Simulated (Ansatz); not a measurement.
Gas-phase electronic energies from Ansatz, PBE0-D4/def2-TZVP geometries. CCSD(T)/CBS is the MP2 limit (def2-TZVPP, def2-QZVPP) plus CCSD(T) − MP2 in def2-TZVPP, frozen cores. DFT in def2-TZVPP. For Mg outer-core shells are correlated without core-valence functions, which leaves a few kJ/mol of doubt a bond. Each species was taken in one conformer, which may not be the lowest.

Consider the ligand exchange at the Si–N bond: `CCN(C)[SiH3]` + `[OH][Mg][SH]` → `[SiH3][O][Mg][SH]` + ethylmethylamine.

`CCN(C)[SiH3]`:

Z-matrix (Å, degrees):
```
C
C 1 1.522
H 1 1.093 2 110.6
H 1 1.092 2 111.6 3 -119.7
H 1 1.093 2 110.9 3 119.9
N 2 1.448 1 115.0 3 -179.9
H 2 1.095 1 109.3 3 -58.0
H 2 1.099 1 109.3 3 57.9
Si 6 1.716 2 121.3 1 91.9
C 6 1.443 2 115.2 1 -70.2
H 9 1.487 6 107.8 2 37.6
H 9 1.488 6 108.1 2 158.0
H 9 1.497 6 115.8 2 -82.3
H 10 1.097 6 110.2 2 -52.0
H 10 1.093 6 110.1 2 -170.5
H 10 1.099 6 113.7 2 68.9
```

`[OH][Mg][SH]`:

```xyz
5

O    -1.095   -1.308   -0.626
Mg    0.136   -0.140   -0.170
S     1.731    1.407    0.358
H    -1.653   -2.070   -0.691
H     0.882    2.111    1.129
```

`[SiH3][O][Mg][SH]`:

Cartesian coordinates in Å:
```
Si -0.546 1.777 0.036
O 0.061 0.283 0.009
Mg 0.728 -1.374 -0.022
S 1.610 -3.475 -0.060
H -1.357 2.055 -1.185
H -1.430 1.982 1.221
H 0.538 2.801 0.100
H 0.395 -4.050 -0.101
```

`CCNC`:

```xyz
13

C     0.054   -1.834    0.317
C    -0.375   -0.383    0.371
N     0.569    0.467   -0.322
C     0.169    1.855   -0.350
H     1.050   -1.956    0.747
H    -0.644   -2.468    0.868
H     0.085   -2.196   -0.715
H    -0.420   -0.049    1.414
H    -1.401   -0.282   -0.027
H     0.696    0.127   -1.268
H     0.885    2.438   -0.933
H    -0.838    2.025   -0.769
H     0.171    2.256    0.668
```

```tsv
level	ΔE (kJ/mol)	difference from CCSD(T)/CBS
revPBE-D4	-67.0	14.4
BLYP-D4	-72.5	8.9
B2PLYP	-84.7	-3.3
revPBE	-82.6	-1.2
BLYP	-86.7	-5.3
r2SCAN0	-83.4	-2.0
CAM-B3LYP	-85.2	-3.8
HF/def2-SVP	-97.8	-16.4
HF/CBS(def2)	-104.0	-22.6
MP2/CBS(def2)	-77.8	3.6
CCSD(T)/CBS	-81.4	0
```

Largest T1 diagnostic among the species: 0.010.

In def2-TZVPP, CCSD(T) changes the Hartree–Fock value by +21.2 kJ/mol (the triples alone add +2.8 kJ/mol) and MP2 by +24.7 kJ/mol. Leaving LDA and LC-ωPBE aside and taking each functional with its dispersion term where it has one, the values, not all of them listed here, spread over 18.6 kJ/mol, from B97M-V to revPBE-D4. LDA lies +11.2 kJ/mol from PBE without D4. From BLYP to BHLYP (50 % exact exchange), in def2-TZVPP and without D4, ΔE moves by −4.2 kJ/mol.

CCSD(T)/CBS has its own doubt, a few kJ/mol and more with outer-core shells, so smaller differences from it don't rank the levels.
